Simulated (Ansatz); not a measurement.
Harmonic frequencies (cm⁻¹) at PBE0-D4/def2-TZVP from Ansatz: 170, 210, 254, 372, 386, 494, 675, 821, 929, 1562, 3621, 3714.

Each molecule was computed in one conformer, which needn't be the lowest.

Problem. Which molecule is it?
A. `[AlH2][SeH]`
B. `[OH][Al]([OH])[Br]`
C. `[AlH2][GeH3]`
D. `[NH2][Al]([F])[Cl]`

Solution. D.
